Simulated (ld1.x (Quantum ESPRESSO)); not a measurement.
**An all-electron radial function and its pseudo partner (promethium)**

Columns: radius, all-electron u(r) and pseudo u(r) of the 5p shell (level -48.83 eV) of promethium in the configuration [Kr] 4d10 4f4 5s2 5p6 5d0 6s0 6p0; BLYP, scalar-relativistic, TM semilocal scheme, ld1.x (Quantum ESPRESSO) 7.5.

| r (bohr) | all-electron | pseudo |
| --- | --- | --- |
| 0.152 | -0.2635 | -0.0213 |
| 0.305 | 0.0367 | -0.0842 |
| 0.458 | 0.4642 | -0.1833 |
| 0.610 | 0.3427 | -0.3095 |
| 0.762 | -0.0357 | -0.4520 |
| 0.915 | -0.4153 | -0.5974 |
| 1.068 | -0.6918 | -0.7279 |
| 1.220 | -0.8509 | -0.8264 |
| 1.372 | -0.9144 | -0.8812 |
| 1.525 | -0.9088 | -0.8874 |
| 1.678 | -0.8583 | -0.8496 |
| 1.830 | -0.7829 | -0.7809 |
| 1.982 | -0.6963 | -0.6961 |
| 2.135 | -0.6068 | -0.6068 |
| 2.288 | -0.5208 | -0.5208 |
| 2.440 | -0.4422 | -0.4422 |
| 2.592 | -0.3718 | -0.3718 |
| 2.745 | -0.3098 | -0.3098 |
| 2.898 | -0.2563 | -0.2563 |
| 3.050 | -0.2111 | -0.2111 |
| 3.202 | -0.1730 | -0.1730 |
| 3.355 | -0.1409 | -0.1409 |
| 3.508 | -0.1142 | -0.1142 |
| 3.660 | -0.0923 | -0.0923 |
| 3.812 | -0.0743 | -0.0743 |
| 3.965 | -0.0595 | -0.0595 |

(1) How many radial nodes do the two functions have?

(2) At about which radius was the pseudo-wave matched?

(3) Is the pseudo-wave norm-conserving?

Answers

(1) The all-electron 5p function has n − l − 1 = 3 (the table is too coarse to show those close to the nucleus); the pseudo-wave has 0, since the states of the same l below it are removed with the core.

(2) 2.20 bohr. The columns agree to 0.0005 from 1.98 bohr on; several derivatives are matched, so the curves merge somewhat inside the radius.

(3) Yes: the TM semilocal scheme keeps the norm inside the radius equal to the all-electron one, which fixes the energy derivative of the logarithmic derivative at the level.
